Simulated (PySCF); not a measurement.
Isomers of C5H3NS, mass 108.999 u with the commonest isotopes. Computed with PBE0-D3(BJ)/def2-SVP geometry optimisation, gas phase in PySCF. One conformer each, none proved a minimum here; rigid rotors.

Question: Order these by dipole moment, largest first.
A. `N#CC1=CC=CS1`
B. `C#Cc1cncs1`
C. `N#Cc1ccsc1`

Answer: A (4.62 D), C (4.12 D), B (1.29 D).

Question: Order these by rotational constant A, largest first.
A. `N#Cc1ccsc1`
B. `C#CC1=CN=CS1`
C. `N#CC1=CC=CS1`

Answer: A (7104 MHz), B (5525 MHz), C (5386 MHz).

| SMILES | point group | Ia (u·Å²) | Ib (u·Å²) | Ic (u·Å²) | κ | μa (D) | μb (D) | μc (D) |
| --- | --- | --- | --- | --- | --- | --- | --- | --- |
| C#Cc1cncs1 | Cs | 91.47 | 280.15 | 371.61 | -0.79 | 0.76 | 1.04 | 0.00 |
| N#Cc1ccsc1 | Cs | 71.14 | 339.18 | 410.33 | -0.91 | 4.09 | 0.54 | 0.00 |
| N#Cc1cccs1 | Cs | 93.82 | 278.49 | 372.31 | -0.77 | 4.56 | 0.73 | 0.00 |
